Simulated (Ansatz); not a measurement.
Consider the formal exchange of groups at the Al–N bond: `C[NH][AlH][O][SiH3]` + BH₃ → `[BH2][AlH][O][SiH3]` + CH₃NH₂.

Program: Ansatz. Geometries: PBE0-D4/def2-TZVP. ΔE: electronic, gas phase. CCSD(T)/CBS adds triple-zeta CCSD(T) − MP2 to the extrapolated MP2 energy (def2 sets, frozen cores). This one scheme is used for every species. DFT in def2-TZVPP. One conformer a species, not always the lowest.

CCSD(T)/CBS gives +124.6 kJ/mol.

Task: Another level gave +121.6 kJ/mol. Which?
A. SCS-MP2/def2-TZVPP
B. ωB97X-V/def2-TZVPP
C. PBE0/def2-TZVPP
D. ωB97M-V/def2-TZVPP

Result: B. ωB97X-V 121.6, ωB97M-V 126.3, SCS-MP2/def2-TZVPP 133.3, PBE0 110.9 kJ/mol.

Largest T1 diagnostic among the species: 0.012.

The D4 term adds +6.5 kJ/mol with B3LYP and +3.8 kJ/mol with PBE0; it sums over pairs of atoms, weighted by their polarisabilities, and B3LYP, whose exchange is more repulsive, gets the larger term. From PBE to PBE0 (25 % exact exchange), in def2-TZVPP and without D4, ΔE moves by +3.1 kJ/mol.

B3LYP here is the variant with VWN-RPA as its local correlation; programs differ in this.
